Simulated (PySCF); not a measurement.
SnBrMe3, C₃H₉BrSn.
Structure used (PBE0-D3(BJ)/def2-SVP), in Å, numbered top down from 1:
```
atom  x, y, z in Å
Sn1    0.000    0.001    0.381
Br2    0.029    0.028    2.907
C3     2.060   -0.017   -0.216
H4     2.579    0.849    0.218
H5     2.133    0.030   -1.312
H6     2.541   -0.938    0.140
C7    -1.027    1.791   -0.203
H8    -2.057    1.771    0.180
H9    -1.051    1.870   -1.300
H10   -0.508    2.667    0.210
C11   -1.044   -1.790   -0.169
H12   -2.074   -1.754    0.211
H13   -0.533   -2.662    0.263
H14   -1.066   -1.891   -1.264
```

Method used: PySCF, PBE0-D3(BJ)/def2-SVP geometry optimisation, gas phase, def2 core potentials past Kr.

Question: Which atoms are bound to Sn1, and at what distances?

Answer: 4 atoms: C7 2.145 Å, C3 2.145 Å, C11 2.145 Å, Br2 2.526 Å. The nearest atom not counted as bound is H13, at 2.72 Å (others tie with it).

Question: List the angles at Sn1.

Answer: 
| angle | degrees | distance of the outer atoms (Å) |
| --- | --- | --- |
| C7–Sn1–C11 | 113.2 | 3.58 |
| C3–Sn1–C7 | 113.0 | 3.58 |
| C3–Sn1–C11 | 112.9 | 3.57 |
| Br2–Sn1–C11 | 105.7 | 3.73 |
| Br2–Sn1–C7 | 105.6 | 3.73 |
| Br2–Sn1–C3 | 105.5 | 3.72 |

Question: What is the shape at Sn1?

Answer: Distorted tetrahedral: angles from 105.5° to 113.2°; τ4 = (360° − α − β)/141° = 0.95 with α and β the two widest (0 for a square, 1 for a tetrahedron).

Question: What are the other bond lengths?

Answer: C3–H4 and 8 like bonds 1.099 Å.

Point group: near C3v, missed by 0.12 Å at most; the miss may be what the optimiser left on a soft mode (Cs holds within 0.08 Å). Charge 0, singlet. PBE0-D3(BJ)/def2-SVP frequencies: not computed here.

Hardware: an Intel Xeon at 2.50 GHz with one thread (shared host). Cost: 4.1 min, 0.62 GiB resident at most. This is the geometry optimisation.
